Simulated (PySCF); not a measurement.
C₃H₅F₂PSi.
Atom-mapped SMILES: `[F:1][C:2]1=[CH:3][C@@H:4]1[Si@H:5]([F:6])[PH2:7]` (hydrogens: H8 on C3; H9 on C4; H10 on Si5; H11, H12 on P7)

Method used: PBE0-D3(BJ)/def2-SVP geometry optimisation, gas phase in PySCF 2.14.0.

Problem. List the bond lengths, angles and torsions at this level.

Solution. 
| bond | length (Å) |
| --- | --- |
| F1–C2 | 1.299 |
| C2=C3 | 1.286 |
| C3–C4 | 1.565 |
| C4–Si5 | 1.875 |
| Si5–F6 | 1.632 |
| Si5–P7 | 2.255 |
| C2–C4 | 1.477 |
| C3–H8 | 1.084 |
| C4–H9 | 1.107 |
| Si5–H10 | 1.492 |
| P7–H11, P7–H12 | 1.430 |

Bonds in one row agree within 0.01 Å and their mean is given. A selection of angles:
| angle | degrees |
| --- | --- |
| F1–C2–C3 | 149.4 |
| F1–C2–C4 | 142.0 |
| C3–C2–C4 | 68.6 |
| C2–C3–C4 | 61.5 |
| C2–C3–H8 | 155.3 |
| C4–C3–H8 | 143.2 |
| C3–C4–Si5 | 119.3 |
| C3–C4–H9 | 117.4 |
| Si5–C4–H9 | 115.3 |
| C2–C4–C3 | 49.9 |
| C2–C4–Si5 | 121.2 |
| C2–C4–H9 | 118.0 |
| C4–Si5–F6 | 106.1 |
| C4–Si5–P7 | 109.5 |
| C4–Si5–H10 | 112.1 |
| F6–Si5–P7 | 108.2 |
| F6–Si5–H10 | 107.2 |
| P7–Si5–H10 | 113.5 |
| Si5–P7–H11 | 90.7 |
| Si5–P7–H12 | 95.1 |
| H11–P7–H12 | 93.5 |

Torsions: F1–C2–C3–C4 -179° (antiperiplanar); C2–C3–C4–Si5 108° (anticlinal); C3–C4–Si5–F6 -21° (synperiplanar); F1–C2–C4–C3 179° (antiperiplanar).

Si5 (fluorine-bound silicon) is distorted tetrahedral (angles from 106.1° to 113.5°). The 3 C–C bonds span 1.286 Å (C2=C3, drawn double) to 1.565 Å (C3–C4, drawn single), a spread of 0.279 Å. P7 (three-coordinate phosphorus) is pyramidal (angles 95.1°, 93.5° and 90.7°, sum 279.3°, 0.87 Å off the plane of its three neighbours). The 3-membered ring C2–C3–C4 has internal angles of 49.9° to 68.6°.

Point group: C1 (no symmetry element, even within 0.4 Å). PBE0-D3(BJ)/def2-SVP frequencies: not computed here. The numbers are those of one conformer (C3–C4–Si5–F6 -21°, C4–Si5–P7–H -61° and -155°).
